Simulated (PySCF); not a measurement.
Si(OH)(OMe) (CH4O2Si), SMILES CO[Si]O (connectivity only; charge and spin as stated), neutral, multiplicity 1. Atoms are numbered in the order given.

```xyz
8

Si     0.6455    -0.6147     0.0000
O     -0.4685    -1.8527     0.0000
H     -1.3976    -1.5720     0.0000
O     -0.4310     0.6796     0.0000
C     -0.0779     2.0468     0.0000
H     -0.4971     2.5402    -0.8924
H     -0.4971     2.5402     0.8924
H      1.0176     2.2008     0.0000
```
Charge 0, spin multiplicity 1.

Coordinates come from a r2SCAN-D4/def2-SVP optimisation. The values are those of a single conformer.

Level of theory: r2SCAN-D4/def2-SVP in PySCF.

Frequencies are harmonic and unscaled.

```
mode  ν (cm⁻¹)  IR (km/mol)  moving atoms (share of kinetic energy)
----  --------  -----------  --------------------------------------
1          126          0.4                          H 85 %, Si 9 %
2          151          2.1                  O 64 %, H 22 %, C 13 %
3          185          7.8         O 40 %, H 23 %, Si 19 %, C 18 %
4          329         25.4         O 50 %, H 20 %, C 18 %, Si 12 %
5          527        149.4                          H 87 %, O 11 %
6          703         70.8         O 36 %, H 29 %, Si 21 %, C 14 %
7          799        239.5                 H 44 %, O 33 %, Si 22 %
8          884         58.0                 O 44 %, Si 39 %, H 17 %
9         1130        188.2                  O 45 %, C 37 %, H 17 %
10        1177          0.3                          H 77 %, C 19 %
11        1201         58.7                  H 58 %, C 22 %, O 19 %
12        1467          8.8                          H 88 %, C 10 %
13        1467          2.3                                  H 97 %
14        1481          7.4                                  H 97 %
15        2995         80.0                                  H 97 %
16        3090         31.9                           H 91 %, C 9 %
17        3112         26.7                          H 90 %, C 10 %
18        3784         58.0                                  H 94 %
```
